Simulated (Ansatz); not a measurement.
K₂, closed-shell singlet (the spin of the measured ground state), most abundant isotopes (38.9637 and 38.9637 u). Constants from fifth-degree fits in 1/R to seven points on the lowest solution found; no spin–orbit coupling, no relativity up to Kr; ω_e x_e and α_e move by some per cent with the fit.

Correlated levels freeze the inner cores; with def2 sets outer-core shells near the valence are correlated too.

Codes used: Ansatz (a first-principles code). Each number belongs to the level named beside it.

```csv
level,r_e (Å),ω_e (cm⁻¹),ω_e x_e (cm⁻¹),α_e (cm⁻¹)
PBE/def2-TZVPP,4.0009,88.4,0.259,0.000195
CCSD(T)/def2-QZVPP,3.9556,92.2,0.282,0.000159
```

D_e from total energies of the atoms and the molecule: 0.58 eV at PBE/def2-TZVPP; 0.55 eV at CCSD(T)/def2-QZVPP.

Task: Derive the rotational constants, the centrifugal constant, the fundamental, the zero-point energy and the force constant, and test the Morse rule for the well depth.

Result: 
μ = 19.48185 u.
- PBE/def2-TZVPP: B_e = 16.8576/(μ r_e²) = 0.054058 cm⁻¹; B₀ = B_e − α_e/2 = 0.053960 cm⁻¹; D = 4B_e³/ω_e² = 8.09e-08 cm⁻¹; fundamental ω_e − 2ω_e x_e = 88 cm⁻¹; zero-point energy ω_e/2 − ω_e x_e/4 = 44 cm⁻¹; k = μ(2πcω_e)² = 8.96 N/m; a Morse well would hold ω_e²/(4ω_e x_e) = 0.94 eV against the computed D_e of 0.58 eV
- CCSD(T)/def2-QZVPP: B_e = 16.8576/(μ r_e²) = 0.055303 cm⁻¹; B₀ = B_e − α_e/2 = 0.055224 cm⁻¹; D = 4B_e³/ω_e² = 7.96e-08 cm⁻¹; fundamental ω_e − 2ω_e x_e = 92 cm⁻¹; zero-point energy ω_e/2 − ω_e x_e/4 = 46 cm⁻¹; k = μ(2πcω_e)² = 9.75 N/m; a Morse well would hold ω_e²/(4ω_e x_e) = 0.93 eV against the computed D_e of 0.55 eV

Doubts at one or more of the structures used: a restricted determinant that unrestricted orbitals would lower (CCSD(T)/def2-QZVPP).

Measured for the ground state: r_e 3.9051 Å [Huber and Herzberg (1979), NIST Chemistry WebBook]; ω_e 92.021 cm⁻¹ [Huber and Herzberg (1979), NIST Chemistry WebBook].
